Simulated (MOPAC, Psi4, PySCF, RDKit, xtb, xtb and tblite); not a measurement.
Two geometries of C2H8O3Si2, SMILES [SiH2](C(=O)O)[SiH2]OC, relaxed at GFN2-xTB with one dihedral held; other torsions can differ between them too.

Structure A

```
15

C     -3.2593     0.0291    -0.1881
O     -1.8810    -0.1122    -0.3214
Si    -0.6276     0.3971     0.5766
Si     0.0927    -1.3774     1.8772
C      1.6313    -0.8027     2.8487
O      2.7764    -0.8582     2.4729
O      1.3037    -0.2539     4.0288
H     -3.6620    -0.7519     0.4631
H     -3.5174     1.0043     0.2300
H     -3.7094    -0.0656    -1.1776
H     -1.0215     1.5750     1.3707
H      0.3063     0.8362    -0.4610
H     -0.8318    -1.8493     2.9226
H      0.5277    -2.5720     1.1418
H      2.0957     0.0583     4.5010
```

Structure B

```
15

C      3.1894    -0.2275    -0.1147
O      1.8150    -0.3813    -0.2837
Si     0.6063     0.5606     0.2679
Si    -1.0521    -0.1070    -1.1763
C     -2.6386     0.7584    -0.5487
O     -2.6911     1.5100     0.3972
O     -3.7222     0.4546    -1.2674
H      3.6954    -0.9281    -0.7797
H      3.4778    -0.4405     0.9175
H      3.4994     0.7906    -0.3583
H      0.4246     0.3391     1.7116
H      0.9973     1.9780     0.1548
H     -1.4218    -1.5291    -1.2474
H     -0.9537     0.3155    -2.5841
H     -4.5120     0.9113    -0.9248
```

Which is lower in energy at the level Psi4 with B3LYP-D3(BJ)/def2-SVP // GFN2-xTB, and by how much?

B is lower, by 4.19 kJ/mol (dihedral C1–O2–Si3–Si4: 100° in A, 160° in B).

E(B) − E(A) in kJ/mol at the other levels, on the same two geometries: GFN2-xTB (xtb and tblite) -7.41; MMFF94 // GFN2-xTB (RDKit) -5.24; B3LYP/def2-SVP // GFN2-xTB (Psi4) -3.68; PBE/def2-SVP // GFN2-xTB (Psi4) -2.47; PBE-D3(BJ)/def2-SVP // GFN2-xTB (Psi4) -2.67; UFF // GFN2-xTB (RDKit) -17.02; AM1, restricted, heats of formation // GFN2-xTB (MOPAC) 12.01; PM3, restricted, heats of formation // GFN2-xTB (MOPAC) 8.05; GFN1-xTB // GFN2-xTB (xtb) 5.61; restricted B3LYP/6-31G*, spherical d, density fitting // GFN2-xTB (PySCF) -2.18; restricted MP2 (frozen core)/6-31G*, spherical d // GFN2-xTB (PySCF) -4.93; restricted B3LYP/3-21G // GFN2-xTB (PySCF) -5.04; restricted MP2 (frozen core)/3-21G // GFN2-xTB (PySCF) -6.94.
